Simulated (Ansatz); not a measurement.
F2H3OSiSn, SMILES `[F][Sn]([F])[O][SiH3]` radical. The species carries charge 0 and has multiplicity 2. Sn: def2 effective core potential.

```csv
atom,x (Å),y (Å),z (Å)
F1,-2.128,-0.307,1.945
Sn2,-1.572,-1.056,0.272
F3,-1.408,-2.927,0.621
O4,0.251,-0.449,-0.013
Si5,1.032,0.886,-0.581
H6,0.241,2.116,-0.311
H7,1.245,0.771,-2.047
H8,2.340,0.965,0.114
```

**Question.** List the harmonic frequencies (cm⁻¹, unscaled) at PBE0-D4/def2-TZVP in Ansatz. (Best estimate.)

**Answer.** Computed: 19, 34, 85, 152, 158, 182, 450, 610, 620, 710, 726, 946, 958, 964, 987, 2216, 2225, 2243.

**Question.** Is this a minimum?

**Answer.** Yes, all 18 modes are real.

**Question.** Give the ideal-gas thermochemistry at 298.15 K and 1 bar (rigid rotor, harmonic oscillator; point group C1, symmetry number 1).

**Answer.** Zero-point energy 85.4 kJ/mol; H(298) − E = 109.4 kJ/mol; entropy 409.7 J/(mol·K), of which translation 175.2, rotation 118.9, vibration 109.8, electronic 5.8; G(298) − E = -12.8 kJ/mol. Modes under 100 cm⁻¹ are hindered rotations or soft bends, so the harmonic entropy is rough.

**Question.** And at 400, 500, 600, 800 and 1000 K?

**Answer.** 
```csv
T (K),H − E (kJ/mol),S (J/mol/K),G − E (kJ/mol)
400,121.3,444.0,-56.3
500,134.3,472.8,-102.2
600,148.1,498.1,-150.7
800,177.8,540.8,-254.8
1000,209.4,576.0,-366.5
```
